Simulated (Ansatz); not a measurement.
Input file for Ansatz (a program for electronic structure): R-SVWN5/def2-TZVPP on GaH4NO (SMILES [NH2][GaH][OH]), a point of a torsion scan.

Ansatz 0.2 input:
```yaml
crystal:
  periodic: [false, false, false]
  atoms:
    - {symbol: N, position_ang: [1.46101749, -0.11721043, -0.04562192]}
    - {symbol: Ga, position_ang: [-0.15551661, 0.71922053, -0.15407448]}
    - {symbol: O, position_ang: [-1.09755612, 0.19985048, -1.49900303]}
    - {symbol: H, position_ang: [1.93340781, -0.28735657, 0.83357841]}
    - {symbol: H, position_ang: [1.56913209, -0.93578252, -0.63726645]}
    - {symbol: H, position_ang: [-0.61922570, 1.83540016, 0.78366959]}
    - {symbol: H, position_ang: [-1.90940397, 0.45518806, -1.92728063]}
basis:
  gaussian:
    orbitals: def2-TZVPP
hamiltonian:
  xc: {name: SVWN5}
scf: {lower_state_search: off}
```

Program output:

```
WARN ansatz: RAYON_NUM_THREADS=1 ignored (pool sized by the plan → 1); use --threads N
Functional definition: SVWN5
these checks for a lower state are left out or cut short: stability, starts, cluster_reference, orbital_swaps, neighbouring_geometries, increment
integrals: 0.07 GiB planned
910 factors; their error is unknown
mean field: 0.53 GiB planned
mean field evaluation 1: about -55855.2663 eV, gradient 1.1e2 eV
mean field evaluation 2: about -55756.8456 eV, gradient 2.2e2 eV
mean field evaluation 4: about -55873.0125 eV, gradient 2.0e1 eV
mean field evaluation 8: about -55873.6778 eV, gradient 9.6e-2 eV
mean field evaluation 16: about -55873.6640 eV, gradient 1.6e-5 eV
mean field -55873.66397850 eV, -2053.3192786802 hartree, gradient 4.9e-6 eV, S^2 0.000000; 0 other end points of the search recorded, 0 dependent functions left out
reference -55873.66401352 eV, -2053.3192799671 hartree; 25, 25 occupied and 141, 141 virtual orbitals, 910 factors
Total energy: -55873.66401352 eV, -2053.3192799671 hartree
Checks for a lower state left out: stability, starts, cluster_reference, orbital_swaps, neighbouring_geometries, increment
```

Self-consistency was reached.

Cost: about 0.8 core-seconds (a rough figure).
